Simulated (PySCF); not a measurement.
**How methods differ on the ionisation energy of Er⁵⁵⁺**

Er⁵⁵⁺ [Ne] 3s2 3p1 (2P) → Er⁵⁶⁺ [Ne] 3s2 (1S), as a difference of total energies. Computed with PySCF 2.14 in an uncontracted even-tempered set (16 s from 13 bohr⁻², ratio 2.5; 10 p from 17 bohr⁻², ratio 2.5; 4 d from 67 bohr⁻², ratio 2.7; 4 f from 100 bohr⁻², ratio 2.7), with no relativity, point nucleus. Correlated levels: outer shells: 1s2 frozen; virtual orbitals above 40 to 60 times the deepest correlated orbital energy dropped. The calculations carry no spin-orbit coupling.

```tsv
method	ionisation energy (eV)
UHF	5137.6
LDA	5139.7
PBE	5141.1
PBE0	5140.5
r2SCAN	5139.9
r2SCANh	5139.8
TPSS	5140.8
MP2 (outer shells)	5137.6
SCS-MP2 (outer shells)	5137.3
```

A first-order spin-orbit estimate (lowest level to lowest level, LS coupling) adds 111.6 eV.

The gap to the reference is mostly relativistic.

First order in ζ underestimates the shift of j = l − 1/2 levels at high Z.

For comparison: 5455 ± 5 eV (theoretical estimate listed by NIST; NIST Atomic Spectra Database, ionization energies).
